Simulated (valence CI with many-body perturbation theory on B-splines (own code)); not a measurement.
Results of a calculation; reference values are marked as such.
Sensitivity of CI+MBPT for Se¹⁹⁺

Level of theory: configuration interaction combined with many-body perturbation theory (CI+MBPT): five valence electrons over a frozen Dirac-Fock core [Ne], a basis of 6 s, 6 p, 5 d, 3 f, 1 g functions for each j, with the one-electron correlation potential Σ1 (screened to all orders), the two-electron term Σ2, the three-electron term Σ3, Breit, model QED; selected single and double excitations, second order for the rest, scaled by the run's own slope (own B-spline code, finite nucleus).

No measured spectrum was set against this ion. As an estimate, levels of excited configurations hold to 0.05 to 0.15 % of their energy, terms of the ground configuration to about 0.5 %. Among the levels kept, up to 1100 cm⁻¹ of a level comes from second order outside the variational space, and about a tenth of that is noise between levels of different J, which matters for small intervals.

The reference run has the lowest level 3s2 3p3 4S°_3/2 and an ionisation energy of 790.504 eV. Its largest variational space holds 10000 state functions.

Names give the largest LS component (configuration and term), which can be under half, so a name can repeat, a term be missing and a line seem to break the LS rules; names also repeat where a configuration has a term twice.

Reference levels: 3s2 3p3 2D°_3/2 65285, 3s2 3p3 2D°_5/2 88487, 3s2 3p3 2P°_1/2 130982, 3s2 3p3 2P°_3/2 175484, 3s 3p4 4P_5/2 458209, 3s 3p4 4P_3/2 497619, 3s 3p4 4P_1/2 508548, 3s 3p4 2D_3/2 569699, 3s 3p4 2D_5/2 586356, 3s2 3p2 3d 2P_3/2 643064, 3s 3p4 2S_1/2 650966, 3s2 3p2 3d 4F_3/2 662391 cm⁻¹.

Task: Rank these changes by the mean size of the shift of these levels, smallest first.
A. logarithmic knot step 0.27 → 0.33
B. Breit term on → off; QED terms on → off
C. Breit term on → off

Result: A (4 cm⁻¹), C (920 cm⁻¹), B (1600 cm⁻¹).
